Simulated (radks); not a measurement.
Removal energies from the hafnium ion Hf2+, [Xe] 4f14 5d2, by Delta-SCF beside the eigenvalue of the level emptied. Method: non-relativistic Kohn-Sham, PBE, spin-polarised, spherical densities, point nucleus; computed with a radial shooting solver on a logarithmic mesh with Libxc functionals. Open shells are filled with parallel spins first.

removed from         final configuration  Delta-SCF (eV)  -eigenvalue (eV)
5d                         [Xe] 4f14 5d1          23.006            17.894
4f                         [Xe] 4f13 5d2          48.021            37.666
5p            [Kr] 4d10 4f14 5s2 5p5 5d2          53.912            47.391
5s            [Kr] 4d10 4f14 5s1 5p6 5d2          76.408            69.404
